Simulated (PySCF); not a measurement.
**A small calculation by hand: oscillator strength and radiative lifetime**

C₄H₃Cl₂F, SMILES F[C@@H](Cl)C=C=CCl.

Geometry optimised at TPSSh-D3(BJ)/def2-SVP. The structure was generated by enumeration; whether it is a known compound was not checked. One conformer was computed; it need not be the lowest.

TDA-PBE/def2-SVPD (PySCF 2.14.0) puts the first singlet state with f over 0.02 at 5.44 eV (vertical), with the transition dipole (-0.624, 0.077, -0.079) in atomic units.

Task: Find the oscillator strength, the wavelength and the radiative lifetime that this transition would have in vacuum if emission retraced absorption.

Result: 
|μ|² = 0.4015 au, so |μ| = 1.61 D. ΔE = 5.44/27.211 = 0.1999 hartree. f = (2/3) ΔE |μ|² = 0.054 (the program prints 0.053).
λ = 1239.84/5.44 = 228 nm; ν = 43877 cm⁻¹.
Einstein's coefficient A = 0.6670 ν² f s⁻¹ (ν in cm⁻¹) = 6.9e7 s⁻¹, so τ = 1/A = 15 ns. This state is S3; the lower singlets have f = 0.004, 0.011. The figure is the radiative limit of this one transition; relaxation, internal conversion, crossing to triplets and a medium change what is measured.
